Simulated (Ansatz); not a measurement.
Correlation energies of `N#Cc1cscn1` by basis set

```tsv
atom	x (Å)	y (Å)	z (Å)
N1	2.134	0.091	-2.282
C2	1.328	0.062	-1.460
C3	0.358	0.020	-0.419
C4	0.666	-0.199	0.897
S5	-0.757	-0.175	1.819
C6	-1.663	0.125	0.389
N7	-0.967	0.203	-0.698
H8	1.639	-0.365	1.332
H9	-2.738	0.236	0.423
```

The species carries charge 0 and has multiplicity 1. Geometry: relaxed with PBE0-D4/def2-TZVP. Frozen core, restricted reference, Ansatz. CBS rows extrapolate triple and quadruple zeta; past MP2 they add the triple-zeta difference.

| basis | HF (Eh) | MP2 corr. | CCSD corr. | (T) | CCSD(T) total |
| --- | --- | --- | --- | --- | --- |
| def2-SVP | -658.70262 | -0.95344 | -0.97520 | -0.04550 | -659.72332 |
| def2-TZVPP | -659.14503 | ? | -1.17589 | ? | ? |
| def2-QZVPP | ? | -1.24835 | – | – | – |
| CBS(def2) | -659.16956 | -1.30770 | ? | as TZ | ? |

Question: Fill in the withheld values. (An estimate is asked.)

Answer: Ansatz gave: def2-TZVPP MP2 corr.: -1.16823; def2-TZVPP (T): -0.06831; def2-TZVPP CCSD(T) total: -660.38923; def2-QZVPP HF (Eh): -659.16659; CBS(def2) CCSD corr.: -1.31536; CBS(def2) CCSD(T) total: -660.55323.
